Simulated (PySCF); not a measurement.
Species: CH8Si2Te.
Bonds: C1–Si2, Si2–Te3, Te3–Si4. Hydrogens: H5, H6, H7 on C1; H8, H9 on Si2; H10, H11, H12 on Si4.

Computed by this run: PBE0-D3(BJ)/def2-SVP geometry optimisation, gas phase, def2 core potentials past Kr (PySCF); density fitting, grid level 1; the optimiser is geomeTRIC in internal coordinates, started from a GFN2-xTB structure with every atom displaced at random (about 0.01 Å).

Step 0: E = -24203.5974 eV
```
atom  x, y, z in Å  |  force x, y, z in eV/Å
C1     -1.5114   -0.2166   -0.9652   -0.965   1.479   0.089
Si2    -1.2773    0.4648    0.7850    0.397  -0.635  -0.856
Te3     0.8349    1.7708    0.9561    0.296   0.115   0.064
Si4     2.3719   -0.1697    0.5008   -1.504  -0.070   0.276
H5     -2.4474   -0.7766   -1.0547   -0.169  -0.262   0.125
H6     -1.6005    0.6283   -1.6888    0.193  -0.302   0.333
H7     -0.6972   -0.8333   -1.2703    0.956  -0.753  -0.322
H8     -2.3261    1.4028    1.1304   -0.617   0.610   0.197
H9     -1.3078   -0.6488    1.7465    0.084  -0.301   0.350
H10     3.6956    0.3148    0.6675    1.417   0.535   0.178
H11     2.0922   -1.2724    1.4419   -0.026  -0.218   0.264
H12     2.1850   -0.6939   -0.8461   -0.064  -0.197  -0.697
```

Step 1: E = -24203.7327 eV
```
atom  x, y, z in Å  |  force x, y, z in eV/Å
C1     -1.5306   -0.1747   -1.0047    0.246  -0.303  -0.025
Si2    -1.2500    0.4137    0.7546   -0.078   0.250  -0.045
Te3     0.8365    1.8039    0.9338    0.010  -0.057   0.006
Si4     2.3099   -0.1805    0.5418    0.145   0.140  -0.013
H5     -2.4724   -0.7418   -1.0886    0.025   0.027   0.010
H6     -1.5703    0.6888   -1.6820   -0.040   0.066  -0.020
H7     -0.7011   -0.8262   -1.3438   -0.188   0.116   0.088
H8     -2.3401    1.3567    1.1600    0.021  -0.071   0.031
H9     -1.1683   -0.7030    1.7421   -0.013  -0.068  -0.046
H10     3.7115    0.3495    0.5926   -0.095  -0.087  -0.016
H11     2.1274   -1.2220    1.5957   -0.028  -0.006   0.004
H12     2.0596   -0.7943   -0.7986   -0.004  -0.007   0.027
```

**Question.** Estimate the geometry and energy of step 2. (The exact step hangs on the optimiser's Hessian estimate; all steps are aligned on step 1, rigid shifts and turns removed.)

**Answer.** E = -24203.7396 eV, largest force 0.083 eV/Å
```
atom  x, y, z in Å  |  force x, y, z in eV/Å
C1     -1.5194   -0.1784   -1.0011    0.069  -0.034  -0.032
Si2    -1.2501    0.4284    0.7522   -0.001   0.078  -0.008
Te3     0.8412    1.8131    0.9399   -0.015  -0.006   0.007
Si4     2.3064   -0.1725    0.5386    0.031   0.026   0.003
H5     -2.4561   -0.7525   -1.0790   -0.010   0.009   0.010
H6     -1.5697    0.6819   -1.6850   -0.023  -0.012  -0.009
H7     -0.6901   -0.8245   -1.3300   -0.024   0.014   0.026
H8     -2.3476    1.3527    1.1703    0.004  -0.021   0.012
H9     -1.1649   -0.7057    1.7211   -0.002  -0.026  -0.009
H10     3.7130    0.3269    0.5881   -0.014  -0.020  -0.005
H11     2.1043   -1.2159    1.5878   -0.013  -0.001   0.004
H12     2.0448   -0.7833   -0.7998   -0.002  -0.006   0.000
```

The energy changes by -0.0069 eV. The first-order estimate −F·Δx gives -0.0110 eV and the mean of the old and new forces, exact on a quadratic surface, -0.0071 eV. The step makes an angle of 72° with the force vector and moves no atom by more than 0.025 Å.

What follows is the cost of the whole optimisation. The run took 39 s of wall time on Arm Neoverse V2, one thread, no GPU, shared host with 96 logical CPUs at a one-minute load of 86, and the process peaked at 0.50 GiB of memory.
